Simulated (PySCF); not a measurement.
Isomers of C6H16N2, mass 116.131 u with the commonest isotopes. The calculation used PBE0-D3(BJ)/def2-SVP geometry optimisation, gas phase (PySCF 2.14.0). One conformer each, none proved a minimum here; rigid rotors.

Task: Order these by rotational constant A, largest first.
A. `[CH3:1][NH:2][N:3]([CH3:4])[C:5]([CH3:6])([CH3:7])[CH3:8]` with C1–N2–N3–C4 87°
B. `[CH3:1][CH2:2][C@@H:3]([CH3:4])[N:5]([CH3:6])[NH:7][CH3:8]` with C1–C2–C3–C4 178°, C2–C3–N5–C6 -67°, C3–N5–N7–C8 -140°
C. `[CH3:1][CH2:2][C@@H:3]([CH2:4][CH2:5][NH2:6])[NH:7][CH3:8]` with C1–C2–C3–C4 171°, C2–C3–C4–C5 -72°, C3–C4–C5–N6 -175°, C4–C5–N6–H -64° and 179°, C2–C3–N7–C8 163°
D. `[CH3:1][CH2:2][CH2:3][NH:4][N:5]([CH3:6])[CH2:7][CH3:8]` with C1–C2–C3–N4 -62°, C2–C3–N4–N5 171°, C3–N4–N5–C6 47°, N4–N5–C7–C8 -60°

Result: A (2766 MHz), D (2701 MHz), B (2507 MHz), C (2394 MHz).

Task: Order these by radius of gyration √(Σ m r²/M), smallest first.
A. `[CH3:1][CH2:2][C@@H:3]([CH2:4][CH2:5][NH2:6])[NH:7][CH3:8]` with C1–C2–C3–C4 171°, C2–C3–C4–C5 -72°, C3–C4–C5–N6 -175°, C4–C5–N6–H -64° and 179°, C2–C3–N7–C8 163°
B. `[CH3:1][CH2:2][CH2:3][NH:4][N:5]([CH3:6])[CH2:7][CH3:8]` with C1–C2–C3–N4 -62°, C2–C3–N4–N5 171°, C3–N4–N5–C6 47°, N4–N5–C7–C8 -60°
C. `[CH3:1][NH:2][N:3]([CH3:4])[C:5]([CH3:6])([CH3:7])[CH3:8]` with C1–N2–N3–C4 87°
D. `[CH3:1][CH2:2][C@@H:3]([CH3:4])[N:5]([CH3:6])[NH:7][CH3:8]` with C1–C2–C3–C4 178°, C2–C3–N5–C6 -67°, C3–N5–N7–C8 -140°

Result: C (1.955 Å), D (2.065 Å), B (2.192 Å), A (2.327 Å).

Task: Order these by out-of-plane moment Σ m c² = (Ia + Ib − Ic)/2, smallest first.
A. `[CH3:1][CH2:2][CH2:3][NH:4][N:5]([CH3:6])[CH2:7][CH3:8]` with C1–C2–C3–N4 -62°, C2–C3–N4–N5 171°, C3–N4–N5–C6 47°, N4–N5–C7–C8 -60°
B. `[CH3:1][CH2:2][C@@H:3]([CH3:4])[N:5]([CH3:6])[NH:7][CH3:8]` with C1–C2–C3–C4 178°, C2–C3–N5–C6 -67°, C3–N5–N7–C8 -140°
C. `[CH3:1][CH2:2][C@@H:3]([CH2:4][CH2:5][NH2:6])[NH:7][CH3:8]` with C1–C2–C3–C4 171°, C2–C3–C4–C5 -72°, C3–C4–C5–N6 -175°, C4–C5–N6–H -64° and 179°, C2–C3–N7–C8 163°

Result: C (23.22 u·Å²), A (25.03 u·Å²), B (65.42 u·Å²).

| SMILES | point group | Ia (u·Å²) | Ib (u·Å²) | Ic (u·Å²) | κ | μa (D) | μb (D) | μc (D) |
| --- | --- | --- | --- | --- | --- | --- | --- | --- |
| CC[C@@H](CCN)NC | C1 | 211.10 | 441.10 | 605.75 | -0.60 | 0.90 | 0.73 | 0.61 |
| CCCNN(C)CC | C1 | 187.08 | 395.79 | 532.80 | -0.63 | 0.25 | 1.06 | 0.29 |
| CC[C@@H](C)N(C)NC | C1 | 201.55 | 359.16 | 429.87 | -0.65 | 0.42 | 0.55 | 0.86 |
| CNN(C)C(C)(C)C | C1 | 182.71 | 326.55 | 378.47 | -0.70 | 0.35 | 0.92 | 0.59 |
